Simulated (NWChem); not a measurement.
# Ionisation of C₂H₅O

```
C
H 1 1.1108
H 1 1.1121 2 105.19
O 1 1.4145 2 105.32 3 -118.52
H 4 0.9668 1 107.35 2 -176.24
C 1 1.4871 2 110.44 3 118.59
H 6 1.0934 1 121.17 2 -85.30
H 6 1.0943 7 118.71 1 -168.14
```
Charge 0, spin multiplicity 2.

The numbers come from NWChem runs, not from measurements. Structure: optimised with UB3LYP/def2-SVP, a minimum by its harmonic frequencies. It is one conformer; others weren't searched.

Basis set: def2-TZVP. The species with one electron less has spin multiplicity 1 and keeps the geometry of the parent. Δ marks differences of total energies (open shells unrestricted). −ε marks an orbital energy of the parent. That orbital need not have the symmetry of the hole or added electron in the Δ rows. That singlet is a closed-shell solution.

B3LYP has NWChem's definition, with VWN1-RPA local correlation. The structure started from a generated list of species. The stability of the SCF solutions was not checked. Open-shell Hartree-Fock references start from PBE0 orbitals.

Task: One of these methods gave a first vertical ionisation energy of 4.93 eV. Which?
A. −ε(alpha HOMO) of B3LYP
B. −ε(alpha HOMO) of HF
C. ΔLDA (SVWN5)
D. −ε(alpha HOMO) of LDA (SVWN5)

Result: D, −ε(alpha HOMO) of LDA (SVWN5). The others give 6.06 (−ε(alpha HOMO) of B3LYP), 8.68 (ΔLDA (SVWN5)), 9.95 (−ε(alpha HOMO) of HF).
